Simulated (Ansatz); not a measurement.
A nudged elastic band was laid between two geometries of H3O4Si (8 atoms, charge -1, multiplicity 1).

Level of theory: RKS PBE-D4/def2-SVP in Ansatz.

| Item | Value |
| --- | --- |
| movable images | 5 |
| climbing image | yes |
| spring | 5.0 eV/Å² |
| optimiser | quadratic models (default) |
| start path | IDPP |
| force threshold | 0.05 eV/Å |
| iteration limit | 60 |
| end points | relaxed |

First end point:

```xyz
8
Properties=species:S:1:pos:R:3
O -1.429 0.199 0.833
Si -0.071 0.010 0.042
O 1.362 0.108 0.998
O 0.218 1.159 -1.213
O 0.105 -1.504 -0.768
H 1.044 0.573 1.793
H -0.675 1.512 -1.375
H -0.554 -2.056 -0.311
```

Last end point:

```xyz
8
Properties=species:S:1:pos:R:3
O -1.368 0.261 1.125
Si -0.097 -0.059 0.240
O 1.367 0.588 0.879
O -0.261 0.535 -1.389
O 0.381 -1.672 -0.124
H 1.036 1.126 1.622
H -1.106 1.018 -1.323
H 0.047 -1.798 -1.030
```

Task: Which bonds break or form, and what moves?

Result: No bond is made or broken. The dihedral O4–Si2–O5–H8 goes from -146 to -22°.

Task: What energy profile does the band end with?

Result: The run converged. The highest image is number 1 of 0 to 6, 0.005 eV above the first end and 0.027 eV above the last; the last end lies 0.022 eV below the first. The top lies less than 8 meV above the higher end, about what the thresholds resolve: that end is a shoulder or a very shallow well. A vibrational analysis at the climbing image gives one clearly imaginary mode, 125i cm⁻¹: a first-order saddle point. Limits of this set-up: an anion without diffuse functions, the dipole of an ion depends on the origin.

```
image  path coordinate (Å)  energy (eV)  dihedral O4–Si2–O5–H8 (°)
    0                 0.00        0.000                       -146
    1                 0.31        0.005                       -122
    2                 0.62        0.002                       -107
    3                 0.92        0.002                        -86
    4                 1.23       -0.004                        -64
    5                 1.53       -0.015                        -43
    6                 1.83       -0.022                        -22
```

Task: What is the geometry of the highest image?

Result: 
```xyz
8
Properties=species:S:1:pos:R:3
O -1.399 0.144 0.836
Si -0.038 -0.012 0.040
O 1.397 0.291 0.946
O 0.095 1.052 -1.317
O 0.256 -1.582 -0.615
H 1.037 0.659 1.773
H -0.778 1.486 -1.287
H -0.571 -2.039 -0.376
```

Run time: 55 s on 1 CPU thread of a shared host.
